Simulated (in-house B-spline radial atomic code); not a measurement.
Sr. Computed with a B-spline radial atomic code. Model: non-relativistic spherical atom: semilocal Troullier-Martins pseudo-atom, one channel per l, against all electrons, high spin, G0W0 and RPA with empty states to l = 8, local potential for every l without a channel, a model core (radius 0 = none) keeps its share of the functional.

Without relativity these are model numbers for so heavy an element.

What the tables leave out is listed at the end.

The pseudopotential gives back the lowest level of each angular momentum of its own functional in the configuration it was made in; a second state of the same l is only approximately right. Exact exchange, RPA and GW see the smooth pseudo-orbitals and miss the exchange with the core, for which the functional's share stands in. The column with an uncorrelated core keeps all orbitals and exact exchange, and so separates missing core correlation from pseudisation. Only the three outermost levels and the lowest empty one were computed. RPA here is direct RPA, with no exchange kernel, and its energies carry an (l + 1/2)⁻⁴ tail. A hybrid on a potential with a model core restores only its own semilocal share of the core's exchange.

Command:
```bash
python run_psgw.py task.json out
```
Settings (lengths in bohr, energies in hartree):
```
Z                      38
electrons              38
configuration          [Kr] 5s2
generated_in           [Kr] 5s2
functional             pbe,pbe
core_shells            7
radius_factor          0.8
core_correction        False
ion_configuration      [Kr] 5s1
```

Run time, properties included: 75 s on 1 thread of Arm Neoverse N1 (shared host).

Given: made with PBE; model core radius 0 bohr; local radius 1.356 bohr; mean-field start PBE.

Valence shells of the generating configuration: 4p, 5s.

Channel: s 3.011, p 1.064, d 1.633 (radii in bohr).

Computed: largest level miss in the spin-unpolarised generating configuration 0.001 eV; valence RPA correlation energy all-electron orbitals -0.36452 hartree; valence RPA correlation energy pseudo -0.47956 hartree; all-electron RPA polarisability, core included 140.82 bohr³; pseudo-atom RPA polarisability 141.07 bohr³; ionisation by RPA all-electron 6.0537 eV; ionisation by RPA pseudo minus all 0.18 eV.

```json
{"level": "5s", "occupied": "1", "mean-field all-electron (eV)": "-3.4788", "mean-field pseudo minus all (eV)": "0", "G0W0 all-electron (eV)": "-5.6626", "G0W0 uncorrelated core minus all (eV)": "0.025", "G0W0 pseudo minus all (eV)": "-0.202", "exchange self-energy all-electron (eV)": "-6.7766", "exchange self-energy pseudo (eV)": "-6.6166"}
```

Problem. What is the ionisation by mean-field all-electron?

Solution. 5.6181 eV.

Problem. What is the ionisation by mean-field pseudo minus all?

Solution. -0.017 eV.

Given: mean-field start PBE0.

Computed: valence RPA correlation energy pseudo -0.44254 hartree; pseudo-atom RPA polarisability 114 bohr³; ionisation by mean-field all-electron 5.5366 eV; ionisation by mean-field pseudo minus all 0.091 eV; ionisation by RPA all-electron 5.8598 eV; ionisation by RPA pseudo minus all 0.194 eV.

```csv
level,occupied,mean-field all-electron (eV),mean-field pseudo minus all (eV),G0W0 all-electron (eV),G0W0 uncorrelated core minus all (eV),G0W0 pseudo minus all (eV),exchange self-energy all-electron (eV),exchange self-energy pseudo (eV)
5s,1,-3.9936,-0.072,-5.7599,0.029,-0.231,-6.6724,-6.8184
5p (empty),0,-0.9469,0.088,-0.20841,0.015,0.1,-1.3862,-1.0477
```

Problem. What is the valence RPA correlation energy all-electron orbitals?

Solution. -0.33165 hartree.

Problem. What is the all-electron RPA polarisability, core included?

Solution. 121.82 bohr³.

Given: mean-field start Hartree-Fock.

Computed: valence RPA correlation energy all-electron orbitals -0.26538 hartree; all-electron RPA polarisability, core included 101.19 bohr³; ionisation by mean-field all-electron 4.6728 eV; ionisation by mean-field pseudo minus all 0.443 eV; ionisation by RPA all-electron 5.5096 eV; ionisation by RPA pseudo minus all 0.23 eV.

| level | occupied | mean-field all-electron (eV) | mean-field pseudo minus all (eV) | G0W0 all-electron (eV) | G0W0 uncorrelated core minus all (eV) | G0W0 pseudo minus all (eV) | exchange self-energy all-electron (eV) | exchange self-energy pseudo (eV) |
| --- | --- | --- | --- | --- | --- | --- | --- | --- |
| 5s | 1 | -4.8561 | -0.502 | -5.7206 | 0.028 | -0.181 | -6.2552 | -7.3769 |
| 4p | 1 | -29.883 | 2.908 | -29.714 | -0.149 | 2.392 | -27.001 | -19.062 |

Problem. What is the valence RPA correlation energy pseudo?

Solution. -0.36582 hartree.

Problem. What is the pseudo-atom RPA polarisability?

Solution. 74.755 bohr³.

Among the listed levels the largest G0W0 shift of the pseudo-atom is +2.39 eV, for 4p on the Hartree-Fock start, while leaving the core uncorrelated moves that level by -0.15 eV. So pseudisation and the lost core exchange, not the missing core correlation, make the error. Not in the tables (levels of low weight, unsolved or above zero; the highest and the empty levels are kept at any weight): on PBE the G0W0 levels 4p (pseudo minus all +1.10 eV, weights 0.02 and 0.08), 4d (pseudo minus all -0.01 eV, weights 0.47 and 0.49); on PBE0 the G0W0 levels 4p (pseudo minus all +1.30 eV, weights 0.62 and 0.56).
